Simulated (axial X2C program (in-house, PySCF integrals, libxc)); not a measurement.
## Worked dissociation energy of KSe⁺: PBE0, 2c

All values were computed with an axial X2C code built on PySCF integrals. Two-component (2c) means X2C with spin–orbit coupling and atomic mean-field two-electron Coulomb and Gaunt terms. Basis: Se dyall-cv3z [8s9p6d4f1g], K dyall-cv3z [11s12p6d3f] (cores contracted in-house); Gaussian nuclei, density fitting, unrestricted open shells. Masses: Se 79.917 u, K 38.964 u.

Molecular state: Ω = 1 (⟨Sz⟩ = 0.98, ⟨Lz⟩ = 0.02 at PBE0).

| Property | Result |
| --- | --- |
| E(Se) (2M_J = 4) | -2428.794155 hartree |
| E(K+) (2M_J = 0) | -601.793076 hartree |
| E(KSe⁺) at Re | -3030.600128 hartree |
| ωe | 97.7 cm⁻¹ |
| ωexe | 0.963 cm⁻¹ |

Task: Work out De and D0.

Result: De = -2428.794155 + (-601.793076) − (-3030.600128) = 0.01290 hartree = 0.351 eV. The zero-point energy is ωe/2 − ωexe/4 = 49 cm⁻¹ = 0.006 eV, so D0 = 0.345 eV.

Occupations by symmetry block were frozen at the best pattern of an incomplete PBE0 search. De is counted from the lowest determinant-based energies of the atoms at the same level, without counterpoise correction. Density functionals use the spin component along the axis (collinear). PBE0 can misorder states that lie within some tenths of an eV, so this need not be the ground state of the molecule. The nearest other 2c determinant of the search, Ω = 2, lies 0.31 eV up at the distance of the search. Without a current term, density functionals place determinants with orbital angular momentum somewhat too high. With several unpaired electrons one determinant need not be a pure state. Open-shell Ω = 0 determinants with evenly filled partner blocks cannot be reached by this program, so the Ω shown need not be the lowest component. This is the Ω = 1 component of a π² triplet; the 0⁺ component is not one determinant and can lie lowest.

The bond is weak, and without diffuse functions and with truncated virtuals even CCSD(T) can be tens of per cent off in De.

Each atomic determinant is the lowest at this level and need not be a pure J level. Totals compare only within one Hamiltonian and basis.
